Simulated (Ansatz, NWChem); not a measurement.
**Ansatz → NWChem**

This Ansatz 0.2.0 job computes triplet ZrO:

molecule.yaml:
```yaml
basis:
  gaussian:
    orbitals: def2-TZVP
crystal:
  periodic: [false, false, false]
  atoms:
    - {symbol: O, position_ang: [0.000000, 0.000000, 0.000000]}
    - {symbol: Zr, position_ang: [0.000000, 0.000000, 1.711600]}
magnetization:
  spin_polarized: true
  initial_magnetization: 2
hamiltonian:
  xc: hf
accuracy: high
output: {orbitals: {seedname: orbitals}}
```

```bash
$ ansatz run molecule.yaml --threads 1 --pin off --max-ram 3480MiB --events-out events.jsonl --progress --plain --runs-dir runs
```

The bond length is the one measured for the parent species.

It gives a total energy of -121.413292 Eh.

Question: How is this level of theory, on these atoms, set up in NWChem 7.3.0 as an ASE script?

Answer: One way, which was run:

run.py:
```python
from ase import Atoms
from ase.calculators.nwchem import NWChem

mol = Atoms(['O', 'Zr'], positions=[
    [0.000000, 0.000000, 0.000000],
    [0.000000, 0.000000, 1.711600],
])

calc = NWChem(
    label='mol',
    theory='scf',
    memory='2200 mb',
    basis='def2-TZVP',
    basispar='spherical bse',
    scf={'nopen': '2', 'uhf': None, 'thresh': '1e-08', 'maxiter': '80'},
    task='energy',
    **{'ecp bse': {'Zr library': 'def2-TZVP'}},
)
mol.calc = calc

e = mol.get_potential_energy()
print(f"E = {e:.6f} eV")
```

```bash
$ export ASE_NWCHEM_COMMAND="nwchem PREFIX.nwi > PREFIX.nwo"
$ python run.py
```

Its energy is -121.413292 Eh, 0.000 mEh from the first.
